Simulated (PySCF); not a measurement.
## Working out the ionisation energy of Sc

Sc [Ar] 3d1 4s2 (2D) → Sc+ [Ar] 3d1 4s1 (3D). Computed with PySCF 2.14 in aug-cc-pV5Z (10s9p7d5f4g3h2i, 202 functions), with the non-relativistic Hamiltonian (point nucleus). Frozen: [Ar]. Energies in hartree (1 hartree = 27.21139 eV):

```tsv
part	Sc (lower)	Sc+ (upper)
UHF	-759.740837	-759.543860
MP2 opposite-spin	-0.027465	0.000000
MP2 same-spin	-0.003331	-0.003615
```

**Question.** What does Hartree-Fock give?

**Answer.** (-759.543860) − (-759.740837) = 0.196977 hartree = 5.360 eV.

**Question.** What do MP2 and SCS-MP2 (6/5 opposite-spin, 1/3 same-spin) give?

**Answer.** The opposite-spin parts differ by 0.747 eV and the same-spin parts by -0.008 eV. MP2: 5.360 + (0.747) + (-0.008) = 6.099 eV. SCS-MP2: 5.360 + 1.2 × (0.747) + (-0.008)/3 = 6.254 eV.

Measured between the centres of the two terms (NIST): 6.562 eV, so MP2 (valence) is off by -0.463 eV.

The calculation is non-relativistic.

What remains against the reference includes basis incompleteness, the frozen core and correlation beyond second order.
